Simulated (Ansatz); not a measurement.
Frontier orbitals of Cl$_{3}$NbO (`[O]=[Nb]([Cl])([Cl])[Cl]`).

Charge 0, multiplicity 1. Correlated methods include outer-core shells of Nb, which these sets cover unevenly. Nb: def2 effective core potential. The structure was optimised at the PBE0-D4/def2-TZVP level. Basis def2-TZVPP, the Gaussian-basis code of Ansatz.

Orbital energies of one run (eV). Highest occupied ones, from the top: -12.07, -12.08, -12.08, -12.48, -12.86, -12.86, -13.80, -13.87, -13.87, -14.55, -14.59, -14.59, -25.97, -25.97. Empty: -1.22, -1.22, 0.55, 0.55, 0.86, 1.14.

Q: Which functional gave them?
A. CAM-B3LYP
B. LDA (SPW92)
C. ωB97M-V
D. PBE0

A: C. HOMO energies: ωB97M-V -12.07, PBE0 -9.84, CAM-B3LYP -11.21, LDA (SPW92) -8.56 eV.
